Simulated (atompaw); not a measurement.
## Reading a pseudo-wave (titanium (Ti))

Columns: radius, all-electron u(r) and pseudo u(r) of the 3p shell (level -54.76 eV) of titanium in the configuration [Ne] 3s2 3p6 3d2 4s0 4p0; PBE, scalar-relativistic, PAW (atompaw) scheme, atompaw 4.2.0.5.

| r (bohr) | all-electron | pseudo |
| --- | --- | --- |
| 0.098 | -0.3912 | 0.0215 |
| 0.196 | -0.5165 | 0.0839 |
| 0.294 | -0.2786 | 0.1809 |
| 0.392 | 0.0891 | 0.3032 |
| 0.490 | 0.4395 | 0.4389 |
| 0.588 | 0.7125 | 0.5751 |
| 0.687 | 0.8974 | 0.7004 |
| 0.785 | 0.9983 | 0.8015 |
| 0.883 | 1.0339 | 0.8719 |
| 0.981 | 1.0220 | 0.9075 |
| 1.079 | 0.9780 | 0.9085 |
| 1.177 | 0.9141 | 0.8788 |
| 1.275 | 0.8396 | 0.8254 |
| 1.373 | 0.7608 | 0.7568 |
| 1.471 | 0.6821 | 0.6815 |
| 1.569 | 0.6064 | 0.6063 |
| 1.667 | 0.5353 | 0.5353 |
| 1.765 | 0.4700 | 0.4700 |
| 1.863 | 0.4105 | 0.4105 |
| 1.962 | 0.3567 | 0.3567 |
| 2.060 | 0.3093 | 0.3093 |
| 2.158 | 0.2674 | 0.2674 |
| 2.256 | 0.2306 | 0.2306 |
| 2.354 | 0.1984 | 0.1984 |
| 2.452 | 0.1703 | 0.1703 |
| 2.550 | 0.1459 | 0.1459 |

Problem. How many radial nodes do the two functions have?

Solution. The all-electron 3p function has n − l − 1 = 1; the pseudo-wave has 0, since the states of the same l below it are removed with the core.

Problem. At about which radius was the pseudo-wave matched?

Solution. 1.65 bohr, where the columns begin to agree (steps of 0.10 bohr).

Problem. Is the pseudo-wave norm-conserving?

Solution. No, it belongs to a PAW set: the norm inside the radius is not constrained, and the difference is carried by the augmentation charge.
